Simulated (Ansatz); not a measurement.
Energy difference R1 → P1 + P2, each structure at its B3LYP-D3(BJ)/def2-TZVP stationary point, reached from a drawn start (curvature not checked).
R1, C2H4 (SMILES C=C) (charge 0, multiplicity 1, Z-matrix in Å and degrees):
```
C
C 1 1.3246
H 2 1.0833 1 121.73
H 1 1.0833 2 121.73 3 -180.00
H 2 1.0833 3 116.54 1 -180.00
H 1 1.0833 4 116.54 2 180.00
```
P1: C atom, charge 0, multiplicity 3.
P2, CH4 (SMILES C) (charge 0, multiplicity 1):
```xyz
5

C      0.00000     0.00000     0.00000
H      0.62892     0.62892     0.62892
H     -0.62892    -0.62892     0.62892
H      0.62892    -0.62892    -0.62892
H     -0.62892     0.62892    -0.62892
```

P less R. No zero-point or thermal terms; singlets are restricted closed shells; open shells are unrestricted; no spin–orbit coupling.

Correlated levels freeze the cores.

Run with Ansatz (Gaussian basis) for Hartree–Fock, density functionals and correlated methods. No computed number here is a measurement.

Total energies in hartree:

| structure | PBE/def2-TZVPP | PBE0/def2-TZVPP | CCSD(T)/cc-pVQZ |
|---|---|---|---|
| R1 | -78.501587 | -78.513552 | -78.461629 |
| P1 | -37.795970 | -37.805373 | -37.786540 |
| P2 | -40.464286 | -40.475415 | -40.450883 |

Task: Work out the reaction energy at each level in eV (1 hartree = 27.21139 eV), and say how far PBE/def2-TZVPP lies from CCSD(T)/cc-pVQZ.

Result: 
- PBE/def2-TZVPP: (-37.795970) + (-40.464286) − (-78.501587) = 0.241331 hartree = 6.567 eV
- PBE0/def2-TZVPP: (-37.805373) + (-40.475415) − (-78.513552) = 0.232764 hartree = 6.334 eV
- CCSD(T)/cc-pVQZ: (-37.786540) + (-40.450883) − (-78.461629) = 0.224206 hartree = 6.101 eV
PBE/def2-TZVPP less CCSD(T)/cc-pVQZ: 0.466 eV. CCSD(T)/cc-pVQZ is the level counted from, the highest shown, and no exact or measured value.

Ansatz is an electronic-structure program.
